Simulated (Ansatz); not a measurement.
One change: `[CH3][AlH][CH2]CCl` becomes `[F][AlH][CH2]CCl`.

Ansatz, PBE0-D4/def2-TZVP geometries, multiplicity 1. Each molecule was computed in one conformer, which needn't be the lowest.

| property | `[CH3][AlH][CH2]CCl` |
| --- | --- |
| LUMO energy (PBE/def2-TZVPP) / eV | -1.96 |
| HOMO–LUMO gap (PBE/def2-TZVPP) / eV | 4.44 |
| HOMO energy (ωB97M-V/def2-TZVPP) / eV | -9.86 |
| HOMO–LUMO gap (ωB97M-V/def2-TZVPP) / eV | 10.22 |
| HOMO–LUMO gap (B3LYP/def2-TZVPP) / eV | 6.03 |
| HOMO energy (PBE0/def2-TZVPP) / eV | -7.67 |

(1) Give the same properties after the change, and the shifts. (Estimate.)

## Answers

(1) The calculation gave: 
```
                               property  `[F][AlH][CH2]CCl`  shift
      LUMO energy (PBE/def2-TZVPP) / eV               -1.93   0.03
    HOMO–LUMO gap (PBE/def2-TZVPP) / eV                4.79   0.35
  HOMO energy (ωB97M-V/def2-TZVPP) / eV              -10.26  -0.40
HOMO–LUMO gap (ωB97M-V/def2-TZVPP) / eV               10.65   0.43
  HOMO–LUMO gap (B3LYP/def2-TZVPP) / eV                6.41   0.38
     HOMO energy (PBE0/def2-TZVPP) / eV               -8.05  -0.38
```

B3LYP here is the variant with VWN-RPA as its local correlation; programs differ in this.
